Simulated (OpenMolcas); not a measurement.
Ir3+ (d6) among equal point charges was computed by CASSCF with the d shell active (OpenMolcas, ANO-RCC-VDZP on the metal). Its lowest spin-free states, and all those of the highest spin:

```json
{"2S+1": "5", "Degeneracy": "2", "E (cm-1)": "0.0"}
{"2S+1": "5", "Degeneracy": "1", "E (cm-1)": "386.5"}
{"2S+1": "5", "Degeneracy": "1", "E (cm-1)": "6491"}
{"2S+1": "5", "Degeneracy": "1", "E (cm-1)": "7360"}
{"2S+1": "3", "Degeneracy": "2", "E (cm-1)": "13602"}
{"2S+1": "3", "Degeneracy": "1", "E (cm-1)": "13874"}
{"2S+1": "3", "Degeneracy": "1", "E (cm-1)": "16035"}
{"2S+1": "3", "Degeneracy": "2", "E (cm-1)": "16458"}
{"2S+1": "1", "Degeneracy": "1", "E (cm-1)": "17106"}
{"2S+1": "3", "Degeneracy": "1", "E (cm-1)": "18601"}
{"2S+1": "3", "Degeneracy": "2", "E (cm-1)": "18686"}
{"2S+1": "3", "Degeneracy": "2", "E (cm-1)": "20582"}
```

Q: Is the site octahedral, tetrahedral or cube-like, axial, or of lower symmetry?

A: The states with 2S+1 = 5 have orbital degeneracies 2, 1, 1, 1. There are pairs but no triples, so the site is axial: not cubic, but with a proper or improper axis of order three or more. The run had Ir3+ among 6 point charges of -1.5 e arranged as a tetragonal octahedron (D4h), 2.17 Å from the ion, with the axial distance 2.213 Å.

Spin-orbit coupling mixes the spin-free states strongly: the lowest level takes only 63 % from its leading state, 5E. An orbital doublet at a regular site is open to a Jahn-Teller distortion, which this geometry leaves out. Without dynamic correlation the repulsion within the d shell is too large (B by tens of per cent), so at a given field states of lower spin stand too high. This shell can be high or low spin here, a state of another spin lies low, and with metal d orbitals alone active their balance is uncertain, so the ground spin may be wrong. Point charges give a weaker field than real ligands, and real ions of this kind are as a rule low spin; the high spin found here belongs to the model. Point charges carry no covalency, so the field is a model and not that of real ligands. No measured value stands beside these numbers.
